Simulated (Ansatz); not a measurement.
## A ladder of methods for C2H5ClSi (SMILES ClC1C[SiH2]1)

C2H5ClSi has 9 atoms, charge 0, and is taken as a singlet. As SMILES, `ClC1C[SiH2]1`. Geometry: optimised at PBE0/def2-SVP.

| atom | x (Å) | y (Å) | z (Å) |
| --- | --- | --- | --- |
| Cl | -0.6139 | -0.4191 | -2.2670 |
| C | -0.4375 | 0.3762 | -0.6965 |
| C | 0.9304 | 0.3079 | -0.0188 |
| Si | -0.4234 | -0.5811 | 0.9105 |
| H | -0.9074 | 1.3657 | -0.7156 |
| H | 1.6688 | -0.3261 | -0.5229 |
| H | 1.3542 | 1.2565 | 0.3301 |
| H | -0.4531 | -2.0608 | 0.8454 |
| H | -1.0292 | 0.0346 | 2.1176 |

Quantity: the dissociation energy of the C2–Cl1 bond into doublet C2H5Si and doublet Cl (shapes relaxed at PBE0/def2-SVP, no zero-point term), in eV. The values are calculated.

| level | kind | program | value (eV) | CPU time (all runs) |
| --- | --- | --- | --- | --- |
| HF/def2-SVP | Hartree–Fock | Ansatz | 2.22 | 1.6 s |
| PBE/def2-SVP | GGA | Ansatz | 3.77 | 3.3 s |
| B3LYP/def2-SVP | global hybrid | Ansatz | 3.47 | 4.4 s |
| wB97M-V/def2-SVP | range-separated hybrid | Ansatz | 3.80 | 16 s |
| MP2/def2-SVP | perturbation theory | Ansatz | 3.67 | 1.9 s |

The values span 2.22 to 3.80 eV. Hartree–Fock misses the correlation of the electron pair that is broken and comes out low. Measured bond enthalpies also hold zero-point and thermal terms, a few tenths of an eV less. Times are those of the runs behind each value, whatever else they computed, on shared processors of several kinds: orders of magnitude only.
